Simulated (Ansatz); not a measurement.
Reaction (formal hydrolysis of a B–C bond): `BB(C)CC` + H₂O → `BB(C)O` + ethane

Program: Ansatz. Geometries: PBE0-D4/def2-TZVP. ΔE: electronic, gas phase. CCSD(T)/CBS is the MP2 limit (def2-TZVPP, def2-QZVPP) plus CCSD(T) − MP2 in def2-TZVPP, frozen cores. This one scheme is used for every species. Functionals use def2-TZVPP. B3LYP here is the variant with VWN-RPA as its local correlation; programs differ in this. One conformer a species, not always the lowest.

```
             level  ΔE (kJ/mol)
            r2SCAN       -130.6
              PBE0       -129.4
             B3LYP       -139.7
   CCSD/def2-TZVPP       -130.7
CCSD(T)/def2-TZVPP       -129.6
     HF/def2-QZVPP       -144.1
      HF/CBS(def2)       -144.0
    CCSD/CBS(def2)       -125.4
```

Task: What does CCSD(T)/CBS give? (Estimate.)

Result: The calculation gave: -124.2 kJ/mol. The listed levels differ from it by -6.4, -5.2, -15.5, -6.5, -5.4, -19.9, -19.8, -1.2 kJ/mol.

Largest T1 diagnostic among the species: 0.012.

In def2-TZVPP, CCSD(T) changes the Hartree–Fock value by +15.2 kJ/mol (the triples alone add +1.1 kJ/mol) and MP2 by +16.5 kJ/mol. The D4 term adds +8.1 kJ/mol with B3LYP and +4.8 kJ/mol with PBE0; it sums over pairs of atoms, weighted by their polarisabilities, and B3LYP, whose exchange is more repulsive, gets the larger term.
